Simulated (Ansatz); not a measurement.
CH₇AlBNSi (`B[SiH2][CH]1[NH][AlH]1`), relaxed with RKS PBE0-D4/def2-TZVP in Ansatz 0.2.0 from a PBE-D4/def2-SVP geometry. The force threshold is 0.005 eV/Å; the program also tests the step.

The species carries charge 0 and has multiplicity 1.

Start:

```xyz
12

B     0.771    2.131    0.339
Si   -0.715    0.975   -0.307
C     0.186   -0.703   -0.568
N     0.575   -1.511    0.646
Al   -0.767   -2.352   -0.090
H     1.152    2.079    1.496
H     1.473    2.745   -0.446
H    -1.838    0.723    0.675
H    -1.335    1.389   -1.620
H     0.925   -0.680   -1.400
H     1.318   -1.205    1.275
H    -1.745   -3.590    0.001
```

(1) How much energy does the relaxation release, and in how many steps? (Estimate.)

(2) Which bonds change most? (An estimate is asked.)

(3) Give the relaxed structure. (Best estimate.)

Results:

(1) Computed: 6.53 kJ/mol, in 13 steps, 2 of them rejected.

(2) Computed: Si2–C3 from 1.923 to 1.878 Å; C3–Al5 from 1.963 to 1.925 Å; N4–Al5 from 1.747 to 1.719 Å; B1–H7 from 1.219 to 1.198 Å.

(3) The calculation gave: 
```xyz
12

B     0.769    2.140    0.365
Si   -0.654    0.918   -0.334
C     0.166   -0.749   -0.611
N     0.593   -1.532    0.615
Al   -0.766   -2.340   -0.057
H     1.138    2.077    1.503
H     1.387    2.867   -0.360
H    -1.772    0.718    0.643
H    -1.259    1.391   -1.614
H     0.874   -0.776   -1.445
H     1.295   -1.174    1.238
H    -1.769   -3.540    0.057
```
